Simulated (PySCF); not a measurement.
# Spinor energies of Ar³⁺ (argon, charge +3)

Start: [Ne] 3s2 3p3; 3p1/2 filled at m_j = -1/2, +1/2; 3p3/2 filled at m_j = +3/2. Calculated with PySCF 2.14 in x2c-QZVPPall-2c: generalised Hartree-Fock with the X2C-1e Hamiltonian and a Gaussian nucleus; one run each with spin-orbit coupling (SO) switched off, then screened by Boettger's factors.

```json
{"spinor shell": "1s1/2", "electrons": "2", "ε, spin-free (eV)": "-3289.9", "ε, screened SO (eV)": "-3289.9", "weight of nominal j (screened SO)": "1.000", "rms radius, screened SO (bohr)": "0.0991"}
{"spinor shell": "2s1/2", "electrons": "2", "ε, spin-free (eV)": "-385.50", "ε, screened SO (eV)": "-385.49", "weight of nominal j (screened SO)": "1.000", "rms radius, screened SO (bohr)": "0.445"}
{"spinor shell": "2p1/2", "electrons": "2", "ε, spin-free (eV)": "-308.23", "ε, screened SO (eV)": "-310.36", "weight of nominal j (screened SO)": "0.837", "rms radius, screened SO (bohr)": "0.414"}
{"spinor shell": "2p3/2", "electrons": "4", "ε, spin-free (eV)": "-308.23", "ε, screened SO (eV)": "-307.17", "weight of nominal j (screened SO)": "0.918", "rms radius, screened SO (bohr)": "0.417"}
{"spinor shell": "3s1/2", "electrons": "2", "ε, spin-free (eV)": "-73.948", "ε, screened SO (eV)": "-73.947", "weight of nominal j (screened SO)": "1.000", "rms radius, screened SO (bohr)": "1.39"}
{"spinor shell": "3p1/2", "electrons": "2", "ε, spin-free (eV)": "-59.226", "ε, screened SO (eV)": "-59.272", "weight of nominal j (screened SO)": "0.520", "rms radius, screened SO (bohr)": "1.50"}
{"spinor shell": "3p3/2", "electrons": "1", "ε, spin-free (eV)": "-59.226", "ε, screened SO (eV)": "-59.132", "weight of nominal j (screened SO)": "1.000", "rms radius, screened SO (bohr)": "1.50"}
```

```json
{"quantity": "E (hartree)", "spin-free": "-525.68129", "screened SO": "-525.68271"}
{"quantity": "M_J", "spin-free": "3/2", "screened SO": "3/2"}
{"quantity": "⟨J²⟩", "spin-free": "3.751", "screened SO": "3.751"}
{"quantity": "⟨L²⟩", "spin-free": "0.000", "screened SO": "0.002"}
{"quantity": "⟨S²⟩", "spin-free": "3.751", "screened SO": "3.748"}
```

Each row is a mean over spinors that exchange with the open shell spreads, by up to 12.427 eV (3s1/2).

Rows whose weight is well below 1 are mixtures of j = l ± 1/2: exchange outweighs spin-orbit coupling there, and the label is only the starting occupation.

Without spin-orbit coupling the j labels of p, d and f shells carry no meaning; the spin-free column gives the mean over the occupied spinors of each nl shell.
